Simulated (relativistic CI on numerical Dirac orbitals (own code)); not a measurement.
Radial parameters of Xe⁸⁺

Calculated at this level of theory: Dirac-Coulomb-Breit CI, separate exchange-only KLI orbitals for each configuration, a model potential for QED, unscaled Slater integrals (own radial code, finite nucleus).

Slater integrals F^k, G^k are unscaled and averaged over j, outside the closed core [Ar] 3d10 4s2; ζ comes from projecting the Hamiltonian with its Breit term on Σ l·s of the shell.

- 4p6 4d9 4f: ζ(4d) = 6401.3, F^2(4d,4f) = 95848, F^4(4d,4f) = 61097, G^1(4d,4f) = 114600, G^3(4d,4f) = 71073, G^5(4d,4f) = 50021, ζ(4f) = 180.26 cm⁻¹; <r>(4d) = 0.8473, <r^2>(4d) = 0.8288, <r>(4f) = 1.132, <r^2>(4f) = 1.54 (bohr units).
- 4p6 4d9 5s: ζ(4d) = 6503.6, G^2(4d,5s) = 19551 cm⁻¹; <r>(4d) = 0.8414, <r^2>(4d) = 0.8172, <r>(5s) = 1.551, <r^2>(5s) = 2.677 (bohr units).
- 4p6 4d9 5p: ζ(4d) = 6538.3, F^2(4d,5p) = 46123, G^1(4d,5p) = 14234, G^3(4d,5p) = 13990, ζ(5p) = 13571 cm⁻¹; <r>(4d) = 0.8402, <r^2>(4d) = 0.8147, <r>(5p) = 1.702, <r^2>(5p) = 3.23 (bohr units).

Averages of the first 10 configurations, taken without configuration mixing, which lowers the lowest level and can move excited configurations by several eV; other configurations of the list can lie among them:

```tsv
Configuration	Parity	States	Average energy above the lowest level (eV)
4p6 4d10	even	1	0.0
4p6 4d9 4f	odd	140	86.8
4p6 4d9 5s	even	20	57.7
4p6 4d9 5p	odd	60	74.5
4p6 4d9 5d	even	100	98.8
4p5 4d10 4f	even	84	180.2
4p6 4d9 6s	even	20	112.0
4p6 4d9 6p	odd	60	119.2
4p6 4d9 5f	odd	140	124.0
4p6 4d9 6d	even	100	130.1
```
